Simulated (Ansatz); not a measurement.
`O[SiH2]N[SiH2]Cl` + SiH₄ → `[SiH3][SiH2]N[SiH2]Cl` + H₂O  (formal exchange of groups at the Si–O bond)

Calculated with Ansatz (gas phase, PBE0-D4/def2-TZVP geometries, no zero-point term in ΔE). CCSD(T)/CBS adds triple-zeta CCSD(T) − MP2 to the extrapolated MP2 energy (def2 sets, frozen cores). This one scheme is used for every species. DFT in def2-TZVPP. Each species was taken in one conformer, which may not be the lowest.

```tsv
level	ΔE (kJ/mol)
PBE-D4	90.2
r2SCAN-D4	109.8
PBE0-D4	95.4
B2PLYP	122.7
PBE0	101.8
HF/def2-QZVPP	142.8
HF/CBS(def2)	142.9
MP2/CBS(def2)	116.0
```

Question: What does CCSD(T)/CBS give? (Estimate.)

Answer: Ansatz gave: +109.9 kJ/mol. The listed levels differ from it by -19.7, -0.1, -14.5, 12.8, -8.1, 32.9, 33.0, 6.1 kJ/mol.

Largest T1 diagnostic among the species: 0.011.

The D4 term adds −11.0 kJ/mol with B3LYP and −6.4 kJ/mol with PBE0; it sums over pairs of atoms, weighted by their polarisabilities, and B3LYP, whose exchange is more repulsive, gets the larger term. From PBE to PBE0 (25 % exact exchange), in def2-TZVPP and without D4, ΔE moves by +4.7 kJ/mol.

B3LYP here is the variant with VWN-RPA as its local correlation; programs differ in this.
